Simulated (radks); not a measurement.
Task: Pb3+, 79 electrons, occupied as [Xe] 4f14 5d10 6s1 (the NIST ground configuration). Method: Dirac Kohn-Sham, BLYP, spin-unpolarised, spherical densities, finite nucleus; Fermi nuclear charge, rms radius 5.5012 fm; computed with a radial shooting solver on a logarithmic mesh with Libxc functionals. Some entries of the table are withheld. Estimate them.

orbital  occ.  eigenvalue (eV)  <r^2> (bohr^2)  r(max) (bohr)
1s1/2       2        -87954.36       0.0003575       0.009845
2s1/2       2        -15742.91        0.005366        0.05739
2p1/2       2        -15127.15             (1)        0.04198
2p3/2       4        -12937.26             (2)        0.04969
3s1/2       2        -3800.240         0.03477         0.1615
3p1/2       2        -3520.640         0.03158            (3)
3p3/2       4        -3032.075         0.03792            (4)
3d3/2       4        -2569.602         0.02892         0.1289
3d5/2       6        -2465.612         0.03064         0.1331
4s1/2       2        -882.1426          0.1668         0.3628
4p1/2       2        -760.8350          0.1691         0.3603
4p3/2       4        -641.2029          0.2004         0.3919
4d3/2       4        -442.9038          0.2083         0.3831
4d5/2       6        -420.5747          0.2191         0.3927
5s1/2       2        -172.1825          0.8173         0.7897
4f5/2       6        -163.8506          0.2434         0.3475
4f7/2       8        -158.8175          0.2503         0.3520
5p1/2       2        -130.7028          0.9376         0.8278
5p3/2       4        -108.2622           1.135         0.9049
5d3/2       4         -50.8125             (5)          1.052
5d5/2       6         -48.1470             (6)          1.084
6s1/2       1         -37.5502           4.947          1.886

Result: 
(1) 2p1/2 <r^2> (bohr^2): 0.003774
(2) 2p3/2 <r^2> (bohr^2): 0.004956
(3) 3p1/2 r(max) (bohr): 0.1504
(4) 3p3/2 r(max) (bohr): 0.1660
(5) 5d3/2 <r^2> (bohr^2): 1.817
(6) 5d5/2 <r^2> (bohr^2): 1.944
